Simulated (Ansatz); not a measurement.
Compare A (`F[Si@H]1[O][Ge@H]1[SiH3]`) with its isomer B (`F[Si]1([SiH3])[O][GeH2]1`).

Program: Ansatz. Geometries: PBE0-D4/def2-TZVP. ΔE: electronic, gas phase. CCSD(T)/CBS adds triple-zeta CCSD(T) − MP2 to the extrapolated MP2 energy (def2 sets, frozen cores). Functionals use def2-TZVPP. B3LYP here is the variant with VWN-RPA as its local correlation; programs differ in this. For Ge outer-core shells are correlated without core-valence functions, which leaves a few kJ/mol of doubt a bond. Scalar relativity is left out up to krypton.

A:

Z-matrix (Å, degrees):
```
Si
O 1 1.623
Ge 1 2.261 2 56.7
F 1 1.589 2 116.7 3 112.3
H 1 1.477 2 118.4 3 -119.1
Si 3 2.378 1 123.4 2 81.5
H 3 1.542 1 120.7 2 -83.9
H 6 1.483 3 108.6 1 8.6
H 6 1.487 3 108.4 1 128.0
H 6 1.486 3 110.2 1 -112.2
```

B:

```xyz
10

F    -1.594   -1.399    0.881
Si   -0.527   -0.316    0.395
Si   -0.265   -0.519   -1.918
O    -0.687    1.169    1.050
Ge    0.934    0.587    1.877
H     0.835    0.390   -2.330
H    -1.526   -0.141   -2.609
H     0.090   -1.923   -2.247
H     0.697    0.566    3.394
H     2.043    1.584    1.507
```

(1) Which is lower in electronic energy at CCSD(T)/CBS, and by how much? (An estimate is asked.)

(2) Give E(B) − E(A) in kcal/mol with B2PLYP, CCSD(T)/def2-TZVPP, B3LYP-D4, HF/def2-TZVPP, ωB97M-V, MP2/def2-TZVPP, r2SCAN-D4. (Best estimate.)

Largest T1 diagnostic: 0.015.

Results:

(1) Computed: A, by 5.4 kcal/mol.

(2) Ansatz gave: B2PLYP 5.4, CCSD(T)/def2-TZVPP 5.3, B3LYP-D4 4.9, HF/def2-TZVPP 5.6, ωB97M-V 5.4, MP2/def2-TZVPP 6.1, r2SCAN-D4 4.7. None reverses the order clearly.
